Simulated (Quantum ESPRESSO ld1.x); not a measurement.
ld1.x (Quantum ESPRESSO 7.5) input

```
 &input
    atom='K',
    iswitch=1,
    rel=2,
    dft='PZ',
    config='[He] 2s2 2p3',
    rel_dist='average',
    verbosity='high',
    lsmall=.true.,
    prefix='ld1',
    max_out_wfc=37,
    file_charge='ld1.rho',
 /
```

Command: `OMP_NUM_THREADS=1 ld1.x < ld1.in > ld1.out`

It prints (banner and zero overlaps left out):

```
     Program LD1 v.7.5 starts

     --------------------------- All-electron run ----------------------------

     dirac relativistic calculation

     atomic number is 19.00
     dft =PZ   lsd =0 sic =0 latt =0  beta=0.20 tr2=1.0E-14
     Exchange-correlation= PZ
                           (   1   1   0   0   0   0   0)
     mesh =1945 r(mesh) = 100.23937 a.u. xmin = -8.00 dx = 0.00800
     1 Ry =  13.60569312 eV, c = 137.03599908

     n l j   nl                  e(Ry)          e(Ha)          e(eV)
     Spin orbit split results
     1 0 0.5 1S 1( 2.00)    -292.753570057    -146.376785029  -3983.1152349
     2 0 0.5 2S 1( 2.00)     -53.768056752     -26.884028376   -731.5516800
     2 1 0.5 2P 1( 1.00)     -49.678748144     -24.839374072   -675.9138020
     2 1 1.5 2P 1( 2.00)     -49.415807689     -24.707903845   -672.3363148
     Averaged results
     1 0     1S 1( 2.00)    -292.753570057    -146.376785029  -3983.1152349
     2 0     2S 1( 2.00)     -53.768056752     -26.884028376   -731.5516800
     2 1     2P 1( 3.00)     -49.503454508     -24.751727254   -673.5288106

     final scf error:  5.3E-17 reached in  12 iterations

     Etot =   -1018.162248 Ry,    -509.081124 Ha,  -13852.803098 eV

     Ekin =    1026.141653 Ry,     513.070827 Ha,   13961.368438 eV
     Encl =   -2193.865750 Ry,   -1096.932875 Ha,  -29849.064153 eV
     Eh   =     189.630730 Ry,      94.815365 Ha,    2580.057520 eV
     Exc  =     -40.068881 Ry,     -20.034441 Ha,    -545.164903 eV
```

Run on one thread of a shared host, so times are rough (Intel(R) Xeon(R) Processor @ 2.60GHz): 0.43 s of CPU time, 1.1 s wall, 12 iterations on 1945 mesh points.
